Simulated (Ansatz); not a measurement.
A nudged elastic band was laid between two geometries of CH$_{4}$BClSi (8 atoms, charge 0, multiplicity 1).

Theory: RKS r2SCANh/6-31G in Ansatz.

```json
{
 "movable images": "7",
 "climbing image": "yes",
 "spring": "5.0 eV/Å²",
 "optimiser": "quadratic models (default)",
 "start path": "IDPP",
 "force threshold": "0.05 eV/Å",
 "iteration limit": "43",
 "end points": "relaxed"
}
```

Initial state:

```xyz
8
Properties=species:S:1:pos:R:3
C -0.024 1.460 -0.308
B 0.221 0.010 0.077
Si -0.175 -1.690 0.884
Cl -0.737 -2.964 -0.871
H -0.918 1.503 -0.952
H -0.245 2.083 0.569
H 0.807 1.911 -0.860
H 1.071 -2.313 1.462
```

Final state:

```xyz
8
Properties=species:S:1:pos:R:3
C 0.024 1.429 -0.432
B 0.216 0.012 0.083
Si 0.123 -1.908 0.028
Cl -1.569 -2.381 1.419
H 0.527 1.574 -1.398
H -1.048 1.600 -0.614
H 0.375 2.197 0.264
H 1.351 -2.524 0.649
```

Task: What changes between the two ends?

Result: No bond is made or broken.  The two ends are copies of one structure, up to a mirror image or an exchange of like atoms.

Task: Give the energies along the band, and the barrier.

Result: The run converged. The highest image is number 4 of 0 to 8, 4.1 kcal/mol above the ends, which have the same energy within 2 meV. Beside the main top the profile has a ripple of under 15 meV (maxima at images 2, 4, 6), which may be a very shallow well or noise. A vibrational analysis at the climbing image gives one clearly imaginary mode, 269i cm⁻¹: a first-order saddle point. Limits of this set-up: no polarisation functions.

```
image  path coordinate (Å)  energy (kcal/mol)
    0                 0.00                0.0
    1                 0.79                0.2
    2                 1.57                0.3
    3                 2.36                0.1
    4                 3.15                4.1
    5                 3.97                0.1
    6                 4.78                0.3
    7                 5.60                0.2
    8                 6.42                0.0
```

Task: What is the geometry of the highest image?

Result: 
```xyz
8
Properties=species:S:1:pos:R:3:forces:R:3
C -0.070 1.494 -0.402 0.00 0.00 0.00
B 0.043 0.028 -0.008 0.00 0.00 0.00
Si 0.249 -1.735 0.472 0.00 0.00 0.00
Cl -1.559 -2.932 0.716 0.00 0.00 0.00
H -0.505 1.652 -1.395 0.00 0.00 0.00
H -0.605 2.106 0.333 0.00 0.00 0.00
H 0.959 1.891 -0.445 0.00 0.00 0.00
H 1.489 -2.505 0.730 0.00 0.00 0.00
```

Run time: 4.9 min on 1 thread of Arm Neoverse V1, with other jobs on the host, peak memory 0.13 GiB.
